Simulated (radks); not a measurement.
Task: These are the eigenvalues of the occupied orbitals of an atom or ion with whole-number occupations (hartree). Method: Dirac Kohn-Sham, PBEsol, spin-unpolarised, spherical densities, finite nucleus; Fermi nuclear charge, rms radius of each element as measured or else 0.836 A^(1/3) + 0.57 fm; computed with a radial shooting solver on a logarithmic mesh with Libxc functionals.

orbital  eigenvalue
1s1/2     -2875.731
2s1/2     -505.0905
2p1/2     -484.3012
2p3/2     -420.8022
3s1/2     -118.8515
3p1/2     -109.4796
3p3/2     -95.52303
3d3/2     -79.84603
3d5/2     -76.83660
4s1/2     -25.75658
4p1/2     -21.77520
4p3/2     -18.44790
4d3/2     -11.91027
4d5/2     -11.29141
5s1/2      -4.03141
4f5/2      -2.93800
4f7/2      -2.81105
5p1/2      -2.76092
5p3/2      -2.21174
5d3/2      -0.55602
5d5/2      -0.50557

Which element is it, and in what charge state? The configuration may be excited. Open shells, if any, fill j = l - 1/2 first.

Result: Z = 78, platinum, charge +1: Pt+ in [Xe] 4f14 5d9. The list shows which subshells hold electrons but not how many an open one holds; the 1s level, -2875.7 hartree, gives Z - s = 75.8 by -(Z - s)^2/2, which with screening and relativity narrows Z to a few neighbours, and the depths of the outer levels then fix element, charge and occupations together.
